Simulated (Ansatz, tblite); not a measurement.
Forces on Si8Sn2H18, an alloyed cluster cut from the lattice of silicon (2 Sn, side) at its PBE0-D4/def2-SVP geometry. Total charge 0; singlet.

In the def2 sets Sn takes a core potential; there is no spin–orbit coupling. The xTB rows come from tblite.

GFN1-xTB (tblite), largest force 0.56 eV/Å:

```xyz
28
positions Å, forces eV/Å
Sn   -0.581    0.641    3.054   -0.092    0.214   -0.156
Si    3.515    1.152    1.784    0.317    0.109   -0.218
Si   -2.842   -1.067    0.183   -0.219    0.164    0.026
Si   -1.389   -2.167   -3.140   -0.064    0.052   -0.278
Si    0.857   -0.365   -0.585    0.181    0.119   -0.034
Si   -1.055    0.410    0.534   -0.238   -0.063   -0.017
Si    2.615    1.180   -0.382    0.194   -0.075    0.173
Sn    1.765    2.089    3.420    0.271   -0.184   -0.006
Si    0.371   -0.640   -2.865    0.088   -0.239   -0.147
Si   -3.293   -1.259   -2.112   -0.152   -0.221    0.023
H    -1.918    1.371    3.848    0.152   -0.299    0.081
H    -0.383   -0.938    3.701   -0.178    0.305    0.056
H     4.787    1.941    1.847   -0.301   -0.446    0.136
H     3.822   -0.264    2.159    0.058    0.560   -0.033
H    -4.049   -0.603    0.939    0.347   -0.362   -0.061
H    -2.440   -2.409    0.715   -0.270    0.428   -0.008
H    -1.637   -2.449   -4.589    0.110   -0.204    0.441
H    -1.032   -3.452   -2.459   -0.119    0.271   -0.397
H     1.263   -1.682    0.005   -0.114    0.313   -0.127
H    -1.400    1.755   -0.033    0.121   -0.344    0.215
H     2.068    2.542   -0.679    0.279   -0.413   -0.088
H     3.671    0.870   -1.398   -0.321    0.324    0.186
H     1.474    3.741    3.050    0.045   -0.225    0.283
H     2.315    1.998    5.045   -0.131    0.270   -0.173
H    -0.052    0.692   -3.407    0.308   -0.395    0.037
H     1.597   -1.081   -3.604   -0.349    0.356    0.058
H    -3.549    0.105   -2.675   -0.134   -0.469    0.100
H    -4.501   -2.111   -2.357    0.211    0.452   -0.073
```

GFN2-xTB (tblite), largest force 0.62 eV/Å:

```
Sn 0.005 0.322 -0.532
Si 0.480 0.097 -0.235
Si -0.334 0.109 0.009
Si -0.086 0.152 -0.208
Si 0.224 0.234 -0.323
Si -0.353 -0.255 -0.070
Si 0.188 -0.048 0.059
Sn 0.299 -0.482 -0.229
Si -0.051 -0.328 -0.126
Si -0.007 -0.236 0.064
H 0.057 -0.253 0.198
H -0.163 0.217 0.138
H -0.464 -0.368 0.175
H -0.071 0.564 -0.025
H 0.402 -0.291 -0.137
H -0.192 0.471 -0.092
H 0.114 -0.101 0.465
H -0.109 0.339 -0.322
H -0.108 0.312 -0.096
H 0.150 -0.348 0.262
H 0.214 -0.415 -0.002
H -0.314 0.233 0.310
H 0.040 -0.089 0.279
H -0.058 0.310 -0.009
H 0.245 -0.409 0.128
H -0.361 0.302 0.170
H -0.035 -0.454 0.145
H 0.287 0.415 0.004
```

r2SCAN-D4/def2-TZVP (Ansatz), largest force 0.14 eV/Å:

```
Sn -0.029 0.016 0.009
Si 0.088 -0.012 -0.017
Si -0.048 -0.009 0.034
Si -0.007 -0.032 -0.041
Si 0.013 0.013 -0.011
Si -0.030 -0.007 -0.027
Si 0.040 0.021 -0.021
Sn 0.035 0.006 0.029
Si 0.023 -0.007 -0.052
Si -0.048 -0.008 -0.026
H 0.053 -0.049 -0.016
H -0.020 0.073 -0.019
H -0.100 -0.078 0.010
H -0.020 0.136 -0.024
H 0.098 -0.054 -0.051
H -0.045 0.123 -0.037
H 0.022 0.005 0.121
H -0.032 0.108 -0.077
H -0.031 0.100 -0.048
H 0.028 -0.104 0.057
H 0.059 -0.122 0.016
H -0.087 0.040 0.078
H 0.015 -0.075 0.033
H -0.028 0.030 -0.071
H 0.053 -0.120 0.042
H -0.100 0.052 0.052
H 0.007 -0.131 0.048
H 0.092 0.085 0.012
```
